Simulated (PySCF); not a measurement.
Si(F)(OH)2(OEt) (C2H7FO3Si), SMILES CCO[Si](O)(O)F. Coordinates come from a B3LYP-D3(BJ)/def2-SVP optimisation. The values are those of a single conformer.

Computed equilibrium geometry at B3LYP-D3(BJ)/def2-SVP (PySCF confirms it by a frequency run) as bond lengths and angles (one conformer of several):
Atoms: C1 C2 O3 Si4 O5 O6 F7 H8 H9 H10 H11 H12 H13 H14. Bond lengths (Å): C1–C2 1.515, C1–H8 1.101, C1–H9 1.101, C1–H10 1.101, C2–O3 1.425, C2–H11 1.105, C2–H12 1.105, O3–Si4 1.635, Si4–O5 1.639, Si4–O6 1.639, Si4–F7 1.624, O5–H13 0.964, O6–H14 0.964. Angles (°): C2–C1–H8 110.5, C2–C1–H9 110.5, C2–C1–H10 110.4, H8–C1–H9 108.5, H8–C1–H10 108.2, H9–C1–H10 108.6, C1–C2–O3 109.2, C1–C2–H11 110.5, C1–C2–H12 110.6, O3–C2–H11 109.5, O3–C2–H12 109.6, H11–C2–H12 107.4, C2–O3–Si4 124.8, O3–Si4–O5 109.8, O3–Si4–O6 110.7, O3–Si4–F7 108.2, O5–Si4–O6 110.1, O5–Si4–F7 108.9, O6–Si4–F7 109.0, Si4–O5–H13 118.1, Si4–O6–H14 117.5.
